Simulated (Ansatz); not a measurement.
Consider the ligand exchange at the Si–C bond: `O=C([SiH3])S[SiH3]` + `F[SiH2]P` → `F[SiH2]P[SiH3]` + `O=CS[SiH3]`.

Gas-phase electronic energies from Ansatz, PBE0-D4/def2-TZVP geometries. CCSD(T)/CBS is the MP2 limit (def2-TZVPP, def2-QZVPP) plus CCSD(T) − MP2 in def2-TZVPP, frozen cores. Functionals use def2-TZVPP. Each species was taken in one conformer, which may not be the lowest.

```csv
species,B2PLYP energy (Eh)
`O=C([SiH3])S[SiH3]`,-1093.74625
`F[SiH2]P`,-732.91820
`F[SiH2]P[SiH3]`,-1023.50724
`O=CS[SiH3]`,-803.17075
```

(1) Work out ΔE.

Largest T1 diagnostic among the species: 0.017.

Results:

(1) ΔE = (-1023.50724) + (-803.17075) − (-1093.74625) − (-732.91820) = -0.01354 Eh = -8.5 kcal/mol. CCSD(T)/CBS gives -9.2 kcal/mol.

From PBE to PBE0 (25 % exact exchange), in def2-TZVPP and without D4, ΔE moves by −0.9 kcal/mol.
